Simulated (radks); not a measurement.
Sc VI, configuration [Ne] 3s2 3p4.

Calculated with a radial shooting solver on a logarithmic mesh with Libxc functionals: scalar-relativistic Kohn-Sham, exchange-only LDA, spin-polarised, spherical densities, point nucleus; open shells are filled with parallel spins first.

Energy parts (eV):
| part | energy |
|---|---|
| total | -20494.776 |
| kinetic | 20670.974 |
| electron-nucleus | -47562.967 |
| Hartree | 7306.552 |
| exchange | -909.335 |

Orbitals (lengths in bohr, moments of r in powers of bohr; <r^-3> diverges for s and p1/2; r(90%) holds 90 % of the orbital's charge):
orbital  occ.  eigenvalue (eV)  r(90%)      <r>  <1/r>  <r^-3>
1s up       1        -4465.907   0.131  0.07320  20.72       -
1s down     1        -4465.012   0.131  0.07319  20.73       -
2s up       1        -552.0555   0.535   0.3441  4.290       -
2s down     1        -551.1001   0.534   0.3438  4.293       -
2p up       3        -467.5266   0.507   0.3075  4.203   224.0
2p down     3        -466.3677   0.506   0.3072  4.204   224.0
3s up       1        -125.4981    1.49    1.010  1.397       -
3s down     1        -121.5506    1.50    1.014  1.391       -
3p up       3        -103.0909    1.59    1.052  1.301   31.06
3p down     1         -99.2574    1.60    1.060  1.292   30.68

The highest occupied level is 3p down at -99.257 eV. For comparison, the ionisation energy in NIST's Atomic Spectra Database is 110.68 eV (semi-empirical). In exact Kohn-Sham theory the highest level is minus the ionisation energy, but local and semilocal functionals leave it too shallow, through self-interaction and a potential that decays too fast; potentials with the right tail come closer. The density falls to 0.001 e/bohr^3 at r = 2.46 bohr. Summed over all electrons, <r^2> = 8.491 bohr^2, which gives a Langevin (diamagnetic) susceptibility term of -6.73 x 10^-6 cm^3/mol.
